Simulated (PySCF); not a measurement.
Molecule: 2,2,2-trifluoroethanol, C2H3F3O, net charge 0, singlet state. 
Coordinates optimised at B3LYP-D3(BJ)/def2-TZVP (Ansatz):
SMILES: OCC(F)(F)F
```xyz
9

O     -1.9900    -0.0442     0.2811
C     -0.8259     0.7250     0.4424
C      0.4169    -0.0080    -0.0350
F      0.3021    -0.3471    -1.3409
F      1.5044     0.7780     0.0857
F      0.6476    -1.1369     0.6499
H     -2.1371    -0.2001    -0.6591
H     -0.7094     0.9253     1.5067
H     -0.8661     1.6794    -0.0933
```
Charge 0, spin multiplicity 1.

Dispersion corrections to the total energy (kcal/mol) from the dftd3 and dftd4 libraries through PySCF: D3(BJ) without and D4 with the three-body term, each with the damping fitted for the functional named.

| functional | D3(BJ) | D4 |
|---|---|---|
| revPBE | -8.42 | -12.08 |
| HF | -26.18 | (withheld) |
| CAM-B3LYP | -2.16 | -2.62 |
| B2PLYP | -2.29 | -2.24 |
| PBE0 | -2.59 | (withheld) |
| B2GP-PLYP | -1.57 | (withheld) |
| TPSS | -3.84 | -4.38 |

**Question.** Some entries are withheld; supply them.

**Answer.** 
- HF, D4: -13.04
- PBE0, D4: -2.66
- B2GP-PLYP, D4: -1.31
